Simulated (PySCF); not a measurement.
**How methods differ on the excitation energy of Ta**

Ta [Xe] 4f14 5d3 6s2 (4F) → Ta [Xe] 4f14 5d4 6s1 (6D), as a difference of total energies. Calculation: PySCF 2.14, in aug-cc-pwCVDZ-PP with ECP60MDF (6s6p5d3f, 70 functions); a scalar-relativistic core potential. Correlated levels: valence: 5s2 5p6 frozen; valence and next inner shell: nothing frozen outside the core potential. The calculations carry no spin-orbit coupling.

```
                                method  excitation energy (eV)
                                   UHF                   0.233
                                   LDA                   0.507
                                   PBE                   0.364
                                  PBE0                   0.370
                                r2SCAN                   0.155
                               wB97X-V                   1.035
                             CAM-B3LYP                   1.022
                                  PW91                   0.354
                               r2SCANh                   0.200
                         MP2 (valence)                   0.727
                     SCS-MP2 (valence)                   1.366
    MP2 (valence and next inner shell)                   0.774
SCS-MP2 (valence and next inner shell)                   1.307
```

Question: How much does correlation contribute at MP2 (valence and next inner shell)?

Answer: 0.774 − (0.233) = 0.541 eV, measured against UHF.
